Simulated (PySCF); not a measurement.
## Computed properties of CH₅O, SMILES C[OH2+], charge +1

CH5O, SMILES [OH2+]C, charge +1. Geometry optimised at B3LYP-D3(BJ)/def2-TZVP. The isomer is the one that the SMILES or the coordinates give; other isomers of the formula were not compared. The values are those of a single conformer. All values are computed for the isolated molecule unless a solvent is named; none is compared with measurement here.

**Structure.** The optimised structure has Cs symmetry. All 15 harmonic modes at B3LYP-D3(BJ)/def2-TZVP (PySCF) are real, so it is a minimum.

**Vibrations.** The strongest infrared lines (harmonic, unscaled, degenerate partners summed) lie at 3702 cm⁻¹ (323 km/mol, H 92 %, O 8 %), 682 cm⁻¹ (313 km/mol, H 79 %, O 19 %), 3626 cm⁻¹ (197 km/mol, H 97 %). The softest mode is at 244 cm⁻¹ and the zero-point energy is 40.1 kcal/mol.

**Electronic structure.** ωB97X/def2-TZVPD (PySCF) places the frontier levels at -19.92 and -4.16 eV, a gap of 15.76 eV and a mean polarisability of 17.3 bohr³. PBE/def2-TZVPD (PySCF) at the same geometry gives -15.66 and -7.49 eV, so its gap is 7.59 eV narrower. An orbital gap is neither the optical nor the fundamental gap.

**Excitations.** TDDFT-M06-2X/def2-TZVPD (PySCF) has S1 at 9.31 eV (133 nm, f = 0.000, dark); the most intense of the 10 singlets computed lies at 12.16 eV (f = 0.11). T1 (TDA) is at 8.82 eV. No vertical singlet excitation falls in the visible range (under 3.1 eV).

**NMR.** GIAO shifts at PBE0/pcSseg-2 (PySCF) (non-relativistic, atoms alike by connectivity averaged): ¹³C at 83.2 ppm against TMS; ¹H from 5.3 to 5.9 ppm against TMS.
